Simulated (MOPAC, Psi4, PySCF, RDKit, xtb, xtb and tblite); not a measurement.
Two geometries of SMILES CCC[SiH2]C(C)C (C6H16Si), relaxed at GFN2-xTB with one dihedral held; other torsions can differ between them too.

Structure A

```
23

C     -3.7481    -0.2034    -0.1686
C     -2.5082     0.5043     0.3660
C     -1.2231    -0.1003    -0.1958
Si     0.3646     0.7307     0.4578
C      1.1390    -0.3191     1.8563
C      0.1888    -0.4843     3.0409
C      2.4592     0.2843     2.3270
H     -3.7879    -0.1322    -1.2538
H     -4.6532     0.2424     0.2385
H     -3.7329    -1.2574     0.1030
H     -2.5540     1.5624     0.1003
H     -2.5004     0.4404     1.4562
H     -1.2109    -1.1690     0.0277
H     -1.2525    -0.0168    -1.2832
H      1.3435     0.8524    -0.6326
H      0.0577     2.0745     0.9673
H      1.3559    -1.3195     1.4635
H      0.6453    -1.0963     3.8188
H     -0.0535     0.4845     3.4738
H     -0.7380    -0.9643     2.7345
H      2.2985     1.2778     2.7400
H      2.9150    -0.3345     3.0994
H      3.1603     0.3711     1.5003
```

Structure B

```
23

C     -3.7441    -0.2088    -0.1793
C     -2.5057     0.4809     0.3811
C     -1.2189    -0.0933    -0.2067
Si     0.3579     0.7488     0.4619
C      1.4712    -0.5363     1.3364
C      0.7843    -1.1359     2.5622
C      2.8083     0.0790     1.7380
H     -3.7885    -0.0909    -1.2602
H     -4.6495     0.2154     0.2497
H     -3.7235    -1.2733     0.0468
H     -2.5561     1.5493     0.1618
H     -2.4922     0.3695     1.4675
H     -1.1944    -1.1668    -0.0083
H     -1.2580     0.0144    -1.2917
H      1.1056     1.3646    -0.6442
H      0.0028     1.8022     1.4235
H      1.6807    -1.3555     0.6386
H      1.4181    -1.8891     3.0298
H      0.5800    -0.3622     3.2998
H     -0.1585    -1.6073     2.2927
H      2.6560     0.8965     2.4393
H      3.4490    -0.6622     2.2150
H      3.3292     0.4721     0.8683
```

**Question.** Which is lower in energy at the level B3LYP-D3(BJ)/def2-SVP // GFN2-xTB (Psi4), and by how much?

**Answer.** A is lower, by 0.58 kcal/mol (dihedral C2–C3–Si4–C5: 100° in A, 120° in B).

E(B) − E(A) in kcal/mol at the other levels, on the same two geometries: GFN2-xTB (xtb and tblite) 0.21; MMFF94 // GFN2-xTB (RDKit) 0.65; B3LYP/def2-SVP // GFN2-xTB (Psi4) 0.37; PBE/def2-SVP // GFN2-xTB (Psi4) 0.42; PBE-D3(BJ)/def2-SVP // GFN2-xTB (Psi4) 0.55; UFF // GFN2-xTB (RDKit) 0.60; PM3, restricted, heats of formation // GFN2-xTB (MOPAC) 0.20; PM7, restricted, heats of formation // GFN2-xTB (MOPAC) 0.56; GFN1-xTB // GFN2-xTB (xtb) 0.44; restricted B3LYP/6-31G*, spherical d, density fitting // GFN2-xTB (PySCF) 0.28; restricted Hartree-Fock/STO-3G // GFN2-xTB (PySCF) 0.27; restricted MP2 (frozen core)/3-21G // GFN2-xTB (PySCF) 0.42; restricted Hartree-Fock/3-21G, density fitting // GFN2-xTB (PySCF) 0.28.
